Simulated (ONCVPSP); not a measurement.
# What one change does to a pseudopotential (Rh, ONCV)

* Element: Rh (Z = 45)
* Generator: ONCVPSP 4.0.1
* Type: optimised norm-conserving Vanderbilt (ONCV)
* Functional: PBEsol
* Relativity: scalar-relativistic
* Frozen core: [Ar] 3d10
* Valence charge: 17
* Reference configuration: 4s2 4p6 4d8 (charge +1)
* Partial waves: 4s: rc 0.95 bohr, ncon 4, nbas 7, qcut 6.4 1/bohr, 2 projectors, debl 1.2 Ha; 4p: rc 1.35 bohr, ncon 3, nbas 7, qcut 8 1/bohr, 2 projectors, debl 1.4 Ha; 4d: rc 2.20 bohr, ncon 4, nbas 9, qcut 8 1/bohr, 2 projectors, debl 2.2 Ha; f scattering state at 0.23 Ha: rc 1.85 bohr, ncon 4, nbas 7, qcut 6.7 1/bohr, 2 projectors, debl 3.1 Ha
* Local potential: polynomial inside 0.95 bohr (lpopt 5, dvloc0 4 Ha)
* Core correction: Teter function, fcfact 2.75, rcfact 1.75

In the s channel the program set the typed energies aside and used -3.311, 0.250 Ha. In the p channel the program set the typed energies aside and used -2.135, 0.250 Ha.

Change: s: nbas 8.

Cutoffs: the cutoffs (Ha) at which the residual kinetic energy of the hardest occupied pseudo-wave falls to 1 and 0.1 mHa per electron; they do not see the model core or the augmentation charge, which bear on the density cutoff. Errors are all-electron minus pseudo energies relative to the spin-unpolarised reference configuration.

Q: Predict the effect on cutoff, ghosts and configuration errors.

A: The potential gets harder (114 Ha and 136 Ha → 166 Ha and 197 Ha); the errors of the 4 common tests hardly move; neither file shows a bound ghost.

```tsv
quantity	base	changed
cutoff, loose	114 Ha	166 Ha
cutoff, tight	136 Ha	197 Ha
loose cutoff by channel	s 114 Ha, p 21 Ha, d 20 Ha	s 166 Ha, p 21 Ha, d 20 Ha
bound ghosts	none	none
GHOST(+) flags under 300 eV	s at 226.6 eV	s at 230.8 eV
error for 4s2 4p6 4d8 5s1, meV [ΔE -7.46 eV]	+2.3	+2.3
error for 4s2 4p6 4d7, meV [ΔE 19.51 eV]	+5.5	+5.5
error for 4s2 4p6 4d6, meV [ΔE 52.00 eV]	+43	+43
error for 4s2 4p6 4d8.5 5s0.5, meV [ΔE -8.09 eV]	+0.6	+0.6
s: phases at 0.96 bohr within 0.05 rad from the reference energy up to (Ha; the scan ends near 5)	to the end of the scan	to the end of the scan
p: phases at 1.37 bohr within 0.05 rad from the reference energy up to (Ha; the scan ends near 5)	4.7	4.7
d: phases at 2.23 bohr within 0.05 rad from the reference energy up to (Ha; the scan ends near 5)	to the end of the scan	to the end of the scan
f: phases at 1.87 bohr within 0.05 rad from the reference energy up to (Ha; the scan ends near 5)	to the end of the scan	to the end of the scan
rms error of d²Exc/dni dnj with the model core, mHa	2.50	2.54
```
